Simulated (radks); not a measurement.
Removal energies from the ruthenium ion Ru2+, [Kr] 4d6, by Delta-SCF beside the eigenvalue of the level emptied. Calculated with a radial shooting solver on a logarithmic mesh with Libxc functionals: scalar-relativistic Kohn-Sham, PBEsol, spin-polarised, spherical densities, finite nucleus; Fermi nuclear charge, rms radius of each element as measured or else 0.836 A^(1/3) + 0.57 fm. Open shells are filled with parallel spins first.

removed from    final configuration  Delta-SCF (eV)  -eigenvalue (eV)
4d                         [Kr] 4d5          28.430            22.341
4p            [Ar] 3d10 4s2 4p5 4d6          71.918            64.612
4s            [Ar] 3d10 4s1 4p6 4d6          102.47            94.772
3d             [Ar] 3d9 4s2 4p6 4d6          310.53            292.89
